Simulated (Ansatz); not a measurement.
C$_{5}$H$_{9}$O$_{2}$, charge +2, doublet, at a GFN2-xTB geometry of the parent state (a state made from the parent by changing its charge; the spin is typed, not shown lowest); B3LYP/6-31G** (Ansatz, a program for electronic structure).

Ansatz was given this input:
Ansatz 0.2 input:
```yaml
crystal:
  periodic: [false, false, false]
  atoms:
    - {symbol: C, position_ang: [-1.93226118, -0.87877838, -1.08309144]}
    - {symbol: C, position_ang: [-1.16615806, -0.14511909, -0.07081910]}
    - {symbol: C, position_ang: [-1.75632854, 1.22564485, 0.26526519]}
    - {symbol: O, position_ang: [0.19073755, 0.01307569, -0.54660046]}
    - {symbol: C, position_ang: [1.17683098, -0.11673203, 0.33964215]}
    - {symbol: C, position_ang: [2.51978152, 0.05901122, -0.32114520]}
    - {symbol: O, position_ang: [1.00976696, -0.36191531, 1.50618197]}
    - {symbol: H, position_ang: [-1.44871035, -1.62616847, -1.67889592]}
    - {symbol: H, position_ang: [-2.96093549, -0.64248765, -1.26083837]}
    - {symbol: H, position_ang: [-1.08549622, -0.72327435, 0.87341570]}
    - {symbol: H, position_ang: [-1.76997595, 1.85092644, -0.62406514]}
    - {symbol: H, position_ang: [-2.77012522, 1.10472935, 0.63505391]}
    - {symbol: H, position_ang: [-1.15615889, 1.71025297, 1.03154598]}
    - {symbol: H, position_ang: [2.90572232, -0.92450228, -0.58295465]}
    - {symbol: H, position_ang: [2.41993657, 0.65210946, -1.22451736]}
    - {symbol: H, position_ang: [3.21051858, 0.52497187, 0.37549431]}
basis:
  gaussian:
    orbitals: 6-31G__.json
hamiltonian:
  xc: b3lyp
total_charge: 2
magnetization: {spin_polarized: true, initial_magnetization: 1}
```
The basis file holds 6-31G** in the JSON format of the Basis Set Exchange.

### Question
Predict the main parts of the log of this Ansatz run.

### Answer

```
Functional definition: B3LYP
1587 factors; their error is unknown
mean field evaluation 1: about -9374.7989 eV, gradient 7.2e1 eV
mean field evaluation 2: about -9095.0310 eV, gradient 2.0e2 eV
mean field evaluation 4: about -9348.1924 eV, gradient 9.0e1 eV
mean field evaluation 8: about -9401.9506 eV, gradient 2.6e0 eV
mean field evaluation 16: about -9401.9135 eV, gradient 3.4e-2 eV
mean field evaluation 32: about -9401.8939 eV, gradient 2.0e0 eV
mean field -9401.91348926 eV, -345.5139478845 hartree, gradient 5.8e-5 eV, S^2 0.755165; 2 other end points of the search recorded, 0 dependent functions left out
reference -9401.91371961 eV, -345.5139563496 hartree; 27, 26 occupied and 123, 124 virtual orbitals, 1587 factors
Total energy: -9401.91371961 eV, -345.5139563496 hartree
```
